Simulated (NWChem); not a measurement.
System: GeSiH₆O₂; SMILES O[SiH](O)[GeH3]

The following NWChem deck was run.

```
start job
memory heap 200 mb stack 900 mb global 1100 mb
geometry units angstroms noautosym nocenter noautoz
  Si     0.134764     0.937213    -0.293264
  O     -1.376159     1.533879     0.146527
  O      1.384315     1.452651     0.709457
  Ge     0.000079    -1.413341     0.022607
  H      0.437520     1.363898    -1.713660
  H     -1.584153     2.434667    -0.157479
  H      1.749866     2.333753     0.516827
  H     -0.311264    -1.746748     1.504727
  H     -1.120585    -2.025468    -0.859868
  H      1.339220    -2.098892    -0.359593
end
basis spherical
  Si library def2-tzvp
  O library def2-tzvp
  Ge library def2-tzvp
  H library def2-tzvp
end
dft
  xc hfexch
  iterations 150
  semidirect filesize 400000000
end
property
  efieldgrad
end
task dft property
```

Geometry: optimised at PBE-D3(BJ)/def2-SVP.

Vzz is the largest principal value of the second derivative of the potential at the nucleus (NWChem prints the opposite sign); η is the asymmetry. Non-relativistic.

Atoms are numbered as in the input.

Q: Give the results of this calculation. (Hartree-Fock/def2-TZVP.) Quantities: Vzz O3 (a.u.); η O3; Vzz Ge4 (a.u.); η Ge4.

A: 
| Item | Result |
|---|---|
| Vzz O3 (a.u.) | 1.484 |
| η O3 | 0.57 |
| Vzz Ge4 (a.u.) | -0.300 |
| η Ge4 | 0.24 |
